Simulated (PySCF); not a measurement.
# Correlation energy of O⁺ (oxygen, charge +1)

[He] 2s1 2p3 3d1, high-spin 6D determinant (an excited configuration). Computed with PySCF 2.14 in x2c-QZVPPall with one added diffuse shell each of s, p, d, f type (8s5p4d3f1g, 73 functions), with the spin-free X2C one-electron Hamiltonian (Gaussian nucleus). Frozen: nothing; 7 electrons correlated.

```
  level  correlation energy (mhartree)
   CCSD                         -65.15
    (T)                          -0.29
CCSD(T)                         -65.44
```

Diagnostics: T1 = 0.0022, D1 = 0.0071, largest double amplitude 0.012.

Task: Is a single reference adequate?

Result: Yes: T1 lies below 0.03 and no double amplitude reaches 0.07.

This basis was not built for core-valence correlation, so the inner-shell part is incomplete.
